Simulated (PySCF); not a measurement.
## Calculated NMR data

[PySCF 2.14: shielding tensors at PBE0/pcSseg-1 (GIAO); structure optimised with GFN2-xTB; no relativistic terms; equivalent nuclei averaged; one conformer; gas phase]

Scale: TMS for $^{1}$H (31.72 ppm) and $^{13}$C (186.93 ppm) (reference shieldings calculated alike). Splittings of carbon signals by F and P are missing where no couplings were computed. Where no couplings were computed, multiplicities follow the n + 1 count of equivalent neighbours, and m marks all less simple cases (inequivalent or close neighbours, rings, F or P nearby). Shifts are as computed. Against solution values, carbons near 30 ppm lie about +3 ppm off and those near 130 ppm about +5 ppm. Of 1211 compounds with measured shifts, 218 miss one by over three times the rms of a fit or turn the order of signals round; such compounds aren't used in these exercises. OH and NH positions are gas-phase values without hydrogen bonding to other molecules.

Compound 1 (C3H9N3Si2). $^{1}$H NMR (600 MHz, computed): δ 2.14 (m, 1H), 0.68 (m, 2H), 0.59 (m, 2H), 0.56 (br s, 4H). $^{13}$C{$^{1}$H} NMR (computed): δ 128.8, -2.9. Structure: SMILES N#C[Si](N)(N)[SiH]1CC1.

Compound 2 (C11H7F). $^{1}$H NMR (600 MHz, computed): δ 7.43 (m, 1H), 7.41 (m, 1H), 7.12 (m, 1H), 6.99 (m, 1H), 3.63 (m, 2H), 3.02 (s, 1H). $^{13}$C{$^{1}$H} NMR (computed): δ 172.1 (C), 152.3 (C), 149.2 (C), 145.7 (CH), 139.0 (CH), 123.2 (C), 122.2 (CH), 114.9 (CH), 91.4 (CH), 86.6 (C), 42.6 (CH2). Structure: SMILES C1=C2C(=C(C#C)C=C1F)CC=C2.
